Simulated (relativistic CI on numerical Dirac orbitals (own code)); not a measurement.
Ag2+: 3d photoemission

Computed with this model: Dirac-Coulomb-Breit CI, KLI orbitals optimised for each configuration, model QED, valence Slater integrals scaled by 0.8, multiplet model of photoemission in the sudden approximation; configurations [Kr] 4d9 → [Ar] 3d9 4s2 4p6 4d9; 80 K; Lorentzian 0.21 eV and Gaussian 0.5 eV FWHM. Energies are those of the free ion, without screening or charge transfer. The energies are binding energies and can lie tens of eV above those of solids. S is read from ⟨S²⟩ = S(S + 1).

Field parameters in Wybourne normalisation: D3d B²₀ = −7Dσ, B⁴₀ = −14Dq − 21Dτ, B⁴₃ = −14√(10/7) Dq; D4h B²₀ = −7Ds, B⁴₀ = 21(Dq − Dt), B⁴₄ = 21√(5/14) Dq; Td as Oh with Dq negative (B⁴₀ = 21Dq, B⁴₄ = √(5/14) B⁴₀). The field is a parameter set, without covalency.

free ion: ground-state S = 0.50, centroid 402.19 eV. Peaks (eV, height): 398.8 (100), 400.3 (36), 401.0 (47), 402.9 (8), 405.7 (48), 406.6 (78).

Td, 10Dq = -10500 cm⁻¹: ground-state S = 0.50, centroid 402.19 eV. Peaks (eV, height): 399.0 (100), 400.3 (37), 401.6 (33), 406.1 (93).

Td, 10Dq = -13450 cm⁻¹: ground-state S = 0.50, centroid 402.19 eV. Peaks (eV, height): 399.0 (100), 400.3 (39), 402.0 (25), 406.1 (95).

D3d, 10Dq = 23050, Dσ = -920, Dτ = -380 cm⁻¹: ground-state S = 0.50, centroid 402.22 eV. Peaks (eV, height): 399.4 (100), 400.7 (24), 402.8 (11), 405.8 (86), 406.9 (28).

D4h, 10Dq = 34300, Ds = 2460, Dt = -30 cm⁻¹: ground-state S = 0.50, centroid 402.22 eV. Peaks (eV, height): 399.3 (100), 400.9 (22), 403.9 (11), 404.8 (19), 406.1 (50), 407.1 (17).

D4h, 10Dq = 24150, Ds = -320, Dt = -240 cm⁻¹: ground-state S = 0.50, centroid 402.22 eV. Peaks (eV, height): 399.1 (100), 399.5 (99), 400.8 (26), 403.4 (11), 405.8 (88), 407.0 (26).

Strongest unbroadened transitions for Td, 10Dq = -13450 cm⁻¹:

```
Energy (eV)  Relative strength
     398.53               97.4
     398.82               57.8
     399.11              100.0
     399.42               22.3
     399.45               17.3
     400.25               41.2
     400.30               11.7
     400.78               23.9
     401.53               18.7
     401.82               10.4
     402.03               14.8
     402.32               23.6
     405.40               25.9
     405.95               62.3
     406.17               51.6
     406.26               71.6
     406.84               41.6
     406.91               18.2
```
